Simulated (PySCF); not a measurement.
## Radial density of Rh²⁺ (rhodium, charge +2)

BP86, [Kr] 4d6 5s1, high-spin 6D determinant (an excited configuration). Calculation: PySCF 2.14, in aug-cc-pVDZ-PP with ECP28MDF; scalar relativity through the core potential. This is the valence pseudo-density: the core potential removes the inner electrons and smooths the orbitals near the nucleus.

| r (bohr) | 4πr²ρ (e/bohr) | 4πr²(ρα − ρβ) |
| --- | --- | --- |
| 0.0198 | 1.314e-05 | 0.0000 |
| 0.0333 | 3.329e-05 | 0.0000 |
| 0.0561 | 8.030e-05 | 0.0000 |
| 0.0943 | 0.0003157 | 0.0001 |
| 0.159 | 0.003289 | 0.0011 |
| 0.267 | 0.05737 | 0.0180 |
| 0.449 | 1.430 | 0.3003 |
| 0.755 | 11.93 | 2.2172 |
| 1.27 | 10.73 | 3.1494 |
| 2.14 | 2.130 | 1.3561 |
| 3.59 | 0.2641 | 0.2400 |
| 6.04 | 0.003161 | 0.0030 |

Energies and moments cover only the electrons outside the core potential.
